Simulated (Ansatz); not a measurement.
Gas-phase electronic energies from Ansatz, PBE0-D4/def2-TZVP geometries. CCSD(T)/CBS is the MP2 limit (def2-TZVPP, def2-QZVPP) plus CCSD(T) − MP2 in def2-TZVPP, frozen cores. This one scheme is used for every species. Functionals use def2-TZVPP. B3LYP here is the variant with VWN-RPA as its local correlation; programs differ in this. For Se outer-core shells are correlated without core-valence functions, which leaves a few kJ/mol of doubt a bond. Scalar relativity is left out up to krypton. One conformer a species, not always the lowest.

`C[O][AlH][SeH]` → `[AlH2][SeH]` + `C=O`  (β-hydride elimination)

`C[O][AlH][SeH]`:

Cartesian coordinates in Å:
```
C -0.996 0.184 1.018
O -0.098 -0.777 0.554
Al 1.053 -0.935 -0.657
Se 1.477 0.808 -2.128
H -0.754 0.459 2.050
H -0.985 1.100 0.413
H -2.014 -0.216 1.004
H 1.841 -2.288 -0.780
H 0.477 1.665 -1.474
```

`[AlH2][SeH]`:

```xyz
5

Al   -0.547   -0.154   -0.415
Se    1.680   -0.096    0.213
H    -0.867   -0.854   -1.794
H    -1.633    0.490    0.535
H     1.368    0.614    1.461
```

`C=O`:

Cartesian coordinates in Å:
```
C 0.000 -0.001 -0.005
O 0.052 0.328 1.143
H -0.736 0.437 -0.709
H 0.684 -0.764 -0.429
```

(1) Is it downhill or uphill in electronic energy at CCSD(T)/CBS, and by how much? (An estimate is asked.)

(2) What do these levels give: PBE-D4, B3LYP-D4, ωB97X-V, ωB97M-V, r2SCAN, PBE0, B3LYP, CCSD/def2-TZVPP, CCSD(T)/def2-TZVPP, MP2/def2-QZVPP, SCS-MP2/def2-QZVPP, HF/CBS(def2)? (Estimate.)

Largest T1 diagnostic among the species: 0.015.

## Answers

(1) Ansatz gave: Uphill: ΔE = +242.1 kJ/mol.

(2) Computed: PBE-D4 234.5, B3LYP-D4 236.2, ωB97X-V 242.0, ωB97M-V 240.9, r2SCAN 246.4, PBE0 240.6, B3LYP 224.8, CCSD/def2-TZVPP 236.2, CCSD(T)/def2-TZVPP 235.6, MP2/def2-QZVPP 251.5, SCS-MP2/def2-QZVPP 238.6, HF/CBS(def2) 218.0 kJ/mol.

The D4 term adds +11.4 kJ/mol with B3LYP and +6.4 kJ/mol with PBE0; it sums over pairs of atoms, weighted by their polarisabilities, and B3LYP, whose exchange is more repulsive, gets the larger term. From PBE to PBE0 (25 % exact exchange), in def2-TZVPP and without D4, ΔE moves by +13.3 kJ/mol.
